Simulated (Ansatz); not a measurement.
Ansatz (a quantum-chemistry and plane-wave program) input (CCSD(T)/def2-SVPD):

Ansatz 0.2 input:
```yaml
crystal:
  periodic: [false, false, false]
  atoms:
    - {symbol: Sn, position_ang: [-0.00000000, -0.00000000, -1.41351307]}
    - {symbol: I, position_ang: [0.00000000, 0.00000000, 1.33350289]}
basis:
  gaussian:
    orbitals: def2-SVPD
magnetization: {spin_polarized: true, initial_magnetization: 1}
correlation: {method: ccsd_t, electrons: outside_noble_gas}
output: {forces: true}
```

End of the output:

```
mean field evaluation 256: about -13874.9733 eV, gradient 3.1e-3 eV
mean field evaluation 288: about -13876.2459 eV, gradient 5.1e-4 eV
mean field -13879.28382514 eV, -510.0542728574 hartree, gradient 2.7e-6 eV, S^2 0.764079; 8 other end points of the search recorded, 0 dependent functions left out
determinant -13879.28382514 eV, -510.0542728574 hartree, with singles and doubles -13883.91021576 eV, -510.2242895768 hartree
determinant -13876.76240752 eV, -509.9616124688 hartree, with singles and doubles -13881.61590084 eV, -510.1399750588 hartree
determinant -13876.31116251 eV, -509.9450295209 hartree, with singles and doubles -13880.71701359 eV, -510.1069415617 hartree
determinant -13876.24585693 eV, -509.9426295851 hartree, with singles and doubles -13880.37543442 eV, -510.0943887587 hartree
determinant -13876.23642556 eV, -509.9422829883 hartree, with singles and doubles -13880.71604015 eV, -510.1069057882 hartree
18 core orbitals not correlated
reference -13879.28382514 eV, -510.0542728574 hartree; 6, 5 occupied and 43, 44 virtual orbitals, 868 factors
densities: 0.26 GiB planned
second order -4.04914254 eV of doubles, -0.00000000 eV of singles
coupled cluster: 0.19 GiB planned
cycle   1  -4.62592489 eV  change   -8.3e-2 eV  update   1.5e-2
cycle   2  -4.63151652 eV  change   -5.6e-3 eV  update   4.2e-3
cycle   3  -4.63222639 eV  change   -7.1e-4 eV  update   1.5e-3
cycle   4  -4.63260799 eV  change   -3.8e-4 eV  update   4.2e-4
cycle   5  -4.63265794 eV  change   -5.0e-5 eV  update   1.5e-4
cycle   6  -4.63271613 eV  change   -5.8e-5 eV  update   6.6e-5
cycle   7  -4.63272874 eV  change   -1.3e-5 eV  update   2.9e-5
cycle   8  -4.63272875 eV  change   -1.7e-8 eV  update   9.6e-6
cycle   9  -4.63272785 eV  change    9.0e-7 eV  update   3.3e-6
cycle  10  -4.63272765 eV  change    2.0e-7 eV  update   9.7e-7
cycle  11  -4.63272770 eV  change   -5.0e-8 eV  update   3.2e-7
perturbative correction -0.15304918 eV, -0.0056244536 hartree
the calculation of the forces begins
Total energy: -13884.06960202 eV, -510.2301469138 hartree
Atom 0 at    -0.000000    -0.000000    -1.413513 Å, force     0.000000    -0.000000    -0.327451 eV/Å
Atom 1 at     0.000000     0.000000     1.333503 Å, force    -0.000000     0.000000     0.327451 eV/Å
Dipole moment:     0.000000     0.000000    -0.485736 e Å
```
